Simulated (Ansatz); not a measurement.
```xyz
12

O    -2.731   -0.339    1.212
Si   -1.770   -0.228   -0.122
Si    0.478   -0.429    0.530
Si    2.044    0.417   -0.987
Cl    0.578    0.713    2.276
H    -2.434    0.134    1.993
H    -2.182   -1.315   -1.044
H    -1.930    1.081   -0.818
H     0.830   -1.822    0.919
H     3.417    0.326   -0.425
H     1.723    1.836   -1.286
H     1.975   -0.374   -2.246
```

The species carries charge 0 and has multiplicity 1.

Task: List the PBE/def2-TZVPP orbital energies in eV (the Gaussian-basis code of Ansatz). (Estimate.)

Result: Ansatz gave: Occupied: -2739.08, -1780.48, -1780.23, -1779.77, -510.57, -249.65, -190.34, -190.18, -190.18, -138.16, -137.91, -137.56, -94.97, -94.86, -94.85, -94.68, -94.64, -94.62, -94.29, -94.28, -94.27, -25.27, -20.59, -14.48, -13.86, -12.58, -11.33, -9.81, -9.43, -9.15, -8.90, -8.77, -8.57, -8.30, -7.69, -7.25, -6.53. Lowest empty: -2.06, -1.15, -0.61, -0.47, -0.16, 0.48, 0.55, 0.59.
